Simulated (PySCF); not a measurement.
**Molecular orbitals of HgBi**

UHF at R = 3.459 Å; Hg def2-SVPD with ECP60, Bi def2-SVPD with ECP60; scalar-relativistic core potentials (PySCF 2.14). State: ⁴Σ⁻ (quartet), unpaired electrons σ ↑, π ↑↑. Only the outer orbitals are listed, counted within each symmetry, core potentials removing the inner ones.

| spin | orbital | occ. | ε (eV) | on Hg (%) | main shells (%) |
| --- | --- | --- | --- | --- | --- |
| α | 8σ | 1 | -10.04 | 56 | 56 Hg s, 44 Bi p |
| α | 5π | 1 | -8.69 | 0 | 100 Bi p |
| α | 5π | 1 | -8.69 | 0 | 100 Bi p |
| α | 9σ | 1 | -7.59 | 46 | 53 Bi p, 41 Hg s |
| α | 10σ | 0 | 2.04 | 13 | 88 Bi s, 15 Hg p |
| α | 6π | 0 | 2.07 | 89 | 89 Hg p, 11 Bi d |
| α | 6π | 0 | 2.07 | 89 | 89 Hg p, 11 Bi d |
| β | 8σ | 1 | -8.92 | 96 | 95 Hg s |
| β | 9σ | 0 | 0.65 | 39 | 57 Bi p, 36 Hg p |
| β | 5π | 0 | 0.87 | 16 | 84 Bi p, 16 Hg p |
| β | 5π | 0 | 0.87 | 16 | 84 Bi p, 16 Hg p |

Question: Which are the highest filled and the lowest empty level, where do they sit, and how wide is the gap?

Answer: Highest filled α 9σ at -7.59 eV (in %: 53 Bi p, 41 Hg s); lowest empty β 9σ at 0.65 eV (in %: 57 Bi p, 36 Hg p); the gap at UHF is 8.24 eV. An empty level above zero is unbound, and its energy depends on the basis.

| Item | Value |
| --- | --- |
| bond order (Mayer) | 0.14 |
| ⟨S²⟩ | 3.773 |
| charge on Hg (Mulliken, basis-dependent) | 0.00 |
| charge on Hg (Löwdin, basis-dependent) | 0.08 |
| dipole moment (positive dipole means Hg(−)Bi(+)) | 0.12 D |
| polarisability along the bond | 129.3 bohr³ |
| polarisability across the bond | 79.5 bohr³ |

These are scalar-relativistic numbers at best; spin–orbit coupling would shift them, the dissociation energy most. The state is the lowest determinant that a PBE0 search found; another state may lie lower at other levels.
